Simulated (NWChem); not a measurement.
System: ZnSiH₃OBr; SMILES [SiH3][O][Zn][Br]

NWChem printed, in part:

```
             Northwest Computational Chemistry Package (NWChem) 7.3.0
             --------------------------------------------------------

 C1  symmetry detected

                             Geometry "geometry" -> ""
                             -------------------------

 Output coordinates in angstroms (scale by  1.889725989 to convert to a.u.)

  No.       Tag          Charge          X              Y              Z
 ---- ---------------- ---------- -------------- -------------- --------------
    1 Zn                  30.0000     0.16659340     0.08266448     0.00007800
    2 Br                  35.0000    -0.09296586    -2.12407390    -0.00002976
    3 O                    8.0000     0.46380215     1.81922609    -0.00021224
    4 Si                  14.0000    -0.27885353     3.28611081     0.00000116
    5 H                    1.0000    -1.13637524     3.47332113    -1.21649950
    6 H                    1.0000     0.74880459     4.37020437     0.01738303
    7 H                    1.0000    -1.16289413     3.45976642     1.19949972

 Effective nuclear repulsion energy (a.u.)     553.5811870770

  perdew91 is a nonlocal functional; adding pw91lda local functional.

                                 NWChem DFT Module
                                 -----------------

 Summary of "ao basis" -> "ao basis" (spherical)
 ------------------------------------------------------------------------------
       Tag                 Description            Shells   Functions and Types
 ---------------- ------------------------------  ------  ---------------------
 Zn                         def2-svp                11       31   5s3p2d1f
 Br                         def2-svp                12       32   5s4p3d
 O                          def2-svp                 6       14   3s2p1d
 Si                         def2-svp                 8       18   4s3p1d
 H                          def2-svp                 3        5   2s1p

            General Information
            -------------------
          SCF calculation type: DFT
          Wavefunction type:  closed shell.
          No. of atoms     :     7
          No. of electrons :    90
           Alpha electrons :    45
            Beta electrons :    45
          Charge           :     0
          Spin multiplicity:     1
          Use of symmetry is: off; symmetry adaption is: off
          Maximum number of iterations: 150
          AO basis - number of functions:   110
                     number of shells:    46
          Convergence on energy requested:  1.00D-06
          Convergence on density requested:  1.00D-05
          Convergence on gradient requested:  5.00D-04

              XC Information
              --------------
                 Perdew 1991   Exchange Functional  1.000
                Perdew 1991 Correlation Functional  1.000 non-local
            Perdew 1991 LDA Correlation Functional  1.000 local

             Grid Information
             ----------------
          Grid used for XC integration:  medium
          Radial quadrature: Mura-Knowles
          Angular quadrature: Lebedev.
          Tag              B.-S. Rad. Rad. Pts. Rad. Cut. Ang. Pts.
          ---              ---------- --------- --------- ---------
          Zn                  1.35      112          11.0       590
          Br                  1.15      112          14.0       590
          O                   0.60       49          10.0       434
          Si                  1.10       88          12.0       590
          H                   0.35       45          14.0       434
          Grid pruning is: on
          Number of quadrature shells:   496
          Spatial weights used:  Erf1

      Superposition of Atomic Density Guess
      -------------------------------------

 Sum of atomic energies:       -4714.57482367

      Non-variational initial energy
      ------------------------------

 Total energy =   -4715.393847
 1-e energy   =   -7676.125431
 2-e energy   =    2407.150396
 HOMO         =      -0.385530
 LUMO         =      -0.065431

     ---------------------------------------------
      Total Density - Mulliken Population Analysis
     ---------------------------------------------

    Atom       Charge   Shell Charges
 -----------   ------   -------------------------------------------------------
    1 Zn  30    28.78   2.00  2.00  2.00  0.52  0.08  6.00  5.99  0.23  8.04  1.93  0.00
    2 Br  35    35.50   2.00  2.00  2.00  1.36  0.58  6.00  5.99  2.39  3.17  8.23  1.73  0.05
    3 O    8     9.15   1.99  1.11  0.70  3.17  2.17  0.00
    4 Si  14    13.26   2.00  1.99  0.95  0.26  5.94  1.03  0.88  0.21
    5 H    1     1.10   0.71  0.39  0.01
    6 H    1     1.11   0.71  0.39  0.01
    7 H    1     1.10   0.71  0.39  0.01

   convergence    iter        energy       DeltaE   RMS-Dens  Diis-err
 ---------------- ----- ----------------- --------- --------- ---------
 d= 0,ls=0.0,diis     1  -4719.5908787279 -5.27D+03  2.35D-02  9.54D-01
 d= 0,ls=0.0,diis     2  -4718.9602816445  6.31D-01  1.70D-02  6.82D+00
 d= 0,ls=0.0,diis     3  -4719.6860657778 -7.26D-01  4.32D-03  1.43D-01
 d= 0,ls=0.0,diis     4  -4719.6979207200 -1.19D-02  1.89D-03  3.78D-02
 d= 0,ls=0.0,diis     5  -4719.7025875484 -4.67D-03  3.65D-04  1.28D-03
  Resetting Diis
 d= 0,ls=0.0,diis     6  -4719.7027338918 -1.46D-04  7.66D-05  3.09D-04
 d= 0,ls=0.0,diis     7  -4719.7027532152 -1.93D-05  5.08D-05  1.26D-05
 d= 0,ls=0.0,diis     8  -4719.7027519917  1.22D-06  2.79D-05  3.11D-05
 d= 0,ls=0.0,diis     9  -4719.7027543547 -2.36D-06  1.02D-05  1.94D-06
 d= 0,ls=0.0,diis    10  -4719.7027545552 -2.01D-07  1.85D-06  1.22D-07

         Total DFT energy =    -4719.702754555222
      One electron energy =    -7674.410884068362
           Coulomb energy =     2594.513721345579
    Exchange-Corr. energy =     -193.386778909420
 Nuclear repulsion energy =      553.581187076981

 Numeric. integr. density =       89.999995448102

[...]
```

Level: PW91/def2-SVP. Coordinates come from a PBE0/def2-SVP optimisation. No frequency run checked for a minimum.

Write an input that gives this output.

One answer among several that fit: the input that was run:
```
start job
memory heap 200 mb stack 900 mb global 1100 mb
geometry units angstroms noautoz
  Zn     0.137287     0.015598     0.001010
  Br    -0.458461    -2.124995    -0.002340
  O      0.697950     1.685816     0.003870
  Si     0.189669     3.249442     0.000343
  H     -0.620979     3.565920    -1.221523
  H      1.371651     4.162649     0.025116
  H     -0.664909     3.557298     1.194245
end
basis spherical
  Zn library def2-svp
  Br library def2-svp
  O library def2-svp
  Si library def2-svp
  H library def2-svp
end
dft
  xc xperdew91 perdew91
  iterations 150
  mulliken
end
task dft energy
```
